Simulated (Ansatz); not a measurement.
Ansatz results at the PBE0-D4/def2-TZVP geometry: size of the dipole moment (B3LYP/def2-TZVPP) 1.82 D; zero-point energy (PBE0-D4/def2-TZVP) 198.7 kJ/mol; size of the dipole moment (PBE/def2-TZVPP) 1.78 D.

(1) Which molecule gave them?
A. `C[Si](C)F`•
B. `[OH][SnH][F]`•
C. `[O][Si](F)(Cl)Cl`•
D. `[CH2]S(C)=O`•

Results:

(1) A. The others give `[O][Si](F)(Cl)Cl`•: 1.03, 24.1, 1.39; `[OH][SnH][F]`•: 1.93, 53.7, 1.69; `[CH2]S(C)=O`•: 3.67, 172.0, 3.36.

B3LYP here is the variant with VWN-RPA as its local correlation; programs differ in this.
